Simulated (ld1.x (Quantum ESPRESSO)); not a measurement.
**rubidium, TM: configuration errors across variants**

ld1.x (Quantum ESPRESSO) 7.5 input, shortened:

```
&input
   title='Rb', zed=37., rel=2, dft='PBE', iswitch=3,
   config='[Kr] 4d0 5s0 5p0', rel_dist='average'
 /
 &inputp
   pseudotype=2, tm=.true., lloc=1,
   nlcc=.true., new_core_ps=.true., rcore=0.95
 /
3
5S  1  0   0.00   0.00  3.80  3.80  0.0
4D  3  2   0.00   0.00  2.85  2.85  0.0
4P  2  1   6.00   0.00  1.70  1.70  0.0
 &test
   configts(1)='4p6 4d0 5s0 5p0'
 /
```

Open shells are filled in proportion to 2j + 1 (rel_dist='average').

All-electron excitation energies from the reference (eV): (1) 4p6 4d0 5s1 5p0 -4.154; (2) 4p6 4d0 5s0.5 5p0 -2.576; (3) 4p6 4d0 5s0 5p1 -2.634; (4) 4p6 4d1 5s0 5p0 -1.914; (5) 4p6 4d0.5 5s0.5 5p0 -3.037.

Tests that are not counted but printed errors over 1 eV. “base”: 4p5 4d0 5s1 5p0 (solver errors, printed error -2.6 eV). “core correction Bessel-smoothed model core inside 0.74 bohr”: 4p5 4d0 5s1 5p0 (solver errors, printed error -2.1 eV). “wave 4d (bound): rc 2.85 bohr becomes 4d (bound): rc 3.52 bohr”: 4p5 4d0 5s1 5p0 (solver errors, printed error -1.8 eV).

2 further variants failed, have other tests or another functional or relativity, and are left out.

A true bound ghost makes a file unfit for plane-wave use even where its test errors are small: the radial tests pick states by their node count and pass the ghost by. Where a test does run into it, the solver fails or the error is huge.

The file “base” misses its own reference levels by 0.6 eV. The file “core correction Bessel-smoothed model core inside 0.74 bohr” misses its own reference levels by 0.6 eV. The file “wave 4d (bound): rc 2.85 bohr becomes 4d (bound): rc 3.52 bohr” misses its own reference levels by 0.6 eV. The file “wave 5s (bound): rc 3.80 bohr becomes 5s (bound): rc 3.72 bohr” misses its own reference levels by 0.6 eV.

Errors AE − PS in meV (a dash: test not solved or not reliable):

```tsv
change	(1)	(2)	(3)	(4)	(5)	bound ghosts
base	-4.0	-0.7	+2.6	-0.2	-1.1	s
core correction Bessel-smoothed model core inside 0.74 bohr	-4.0	-0.7	+2.6	-0.2	-1.1	s
local potential the s channel	+2.1	+0.3	-129	-3.3	-0.5	none
wave 4d (bound): rc 2.85 bohr becomes 4d (bound): rc 3.52 bohr	-4.0	-0.7	+2.6	0.0	-1.1	d3/2, s
wave 5s (bound): rc 3.80 bohr becomes 5s (bound): rc 3.72 bohr	-3.9	-0.7	+2.6	-0.2	-1.1	s
```

(1) Give the same row for: all radii but the core radius scaled by about 1.19 (s 4.54, p 2.02, d 3.40 bohr).

## Answers

(1) -3.2, -1.1, +6.0, -0.4, -1.4; bound ghosts: s. Not counted: 4p5 4d0 5s1 5p0 (solver errors, printed error -2.6 eV).
